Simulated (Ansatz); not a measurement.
Geometry optimisation, RHF/def2-SVP (Ansatz 0.2.0).

Input:

```yaml
crystal:
  periodic: [false, false, false]
  atoms:
    - { symbol: W, position_ang: [0.0, 0.0, 0.0] }
    - { symbol: F, position_ang: [0.0, 0.0, 2.2] }
    - { symbol: H, position_ang: [1.72, 0.0, 0.0] }
    - { symbol: H, position_ang: [0.0, 1.72, 0.0] }
    - { symbol: Cl, position_ang: [-2.39, 0.0, 0.0] }
    - { symbol: H, position_ang: [0.0, -1.72, 0.0] }
    - { symbol: H, position_ang: [0.0, 0.0, -1.72] }
    - { symbol: H, position_ang: [-1.44, 1.2653, 0.637] }
    - { symbol: H, position_ang: [-1.0597, 0.9311, 1.6302] }
basis:
  gaussian: { orbitals: def2-SVP }
hamiltonian:
  xc: hf
relax:
  f_tol: 0.15
  max_steps: 25
  restrain:
    - { distance: [0, 7], at: 1.72, k: 30.0 }
    - { distance: [8, 1], at: 0.92, k: 30.0 }
    - { distance: [0, 1], at: 3.05, k: 30.0 }
    - { distance: [8, 7], at: 1.86, k: 30.0 }
```

Command:

```bash
$ ansatz run input.yaml --threads 1 --pin off --max-ram 2048MiB --backend cpu --events-out ev --progress --plain --runs-dir out
```

Problem. Where does it end, and by what steps?

Solution. The forces met the threshold. The restraints hold the end off the free minimum. After 24 steps the energy has fallen by 6.946 eV (the restraints' own energy left out); Cl5 moved furthest, 1.80 Å. Parted: W1–F2 (2.20 → 3.05 Å), W1–H9 (2.16 → 2.97 Å). Joined: F2–H9 (1.52 → 0.91 Å).

| step | energy less start (eV) | largest force component (eV/Å) | accepted |
| --- | --- | --- | --- |
| 0 | 0.0000 | 6.173 | yes |
| 1 | -0.4171 | 3.745 | yes |
| 2 | -1.9574 | 3.639 | yes |
| 3 | -3.4444 | 3.131 | yes |
| 4 | -4.4893 | 2.315 | yes |
| 5 | -4.7672 | 4.486 | yes |
| 6 | -5.4790 | 2.189 | yes |
| 7 | -5.9417 | 1.797 | yes |
| 8 | -6.2148 | 0.734 | yes |
| 9 | -6.2772 | 0.593 | yes |
| 10 | -6.3084 | 0.631 | yes |
| 11 | -6.3238 | 0.667 | yes |
| 12 | -6.4390 | 1.082 | yes |
| 13 | -6.6154 | 1.241 | yes |
| 14 | -6.7931 | 0.673 | yes |
| 15 | -6.8899 | 0.363 | yes |
| 16 | -6.8931 | 0.272 | yes |
| 17 | -6.9009 | 0.880 | yes |
| 18 | -6.9251 | 0.322 | yes |
| 19 | -6.8759 | 1.820 | no |
| 20 | -6.9266 | 0.569 | yes |
| 21 | -6.9403 | 0.363 | yes |
| 22 | -6.9446 | 0.507 | no |
| 23 | -6.9438 | 0.334 | yes |
| 24 | -6.9458 | 0.297 | yes |

```xyz
9
Properties=species:S:1:pos:R:3
W -0.636 -0.065 -0.186
F 0.178 0.582 2.677
H 1.009 -0.242 -0.293
H 0.217 1.363 -0.171
Cl -2.292 -0.812 -1.605
H -0.017 -1.424 0.595
H 0.091 0.422 -1.576
H -1.329 1.115 0.849
H -0.391 1.258 2.457
```

Time of the run: 94 s on 1 thread of Arm Neoverse N1 (shared host), peak memory 0.21 GiB.
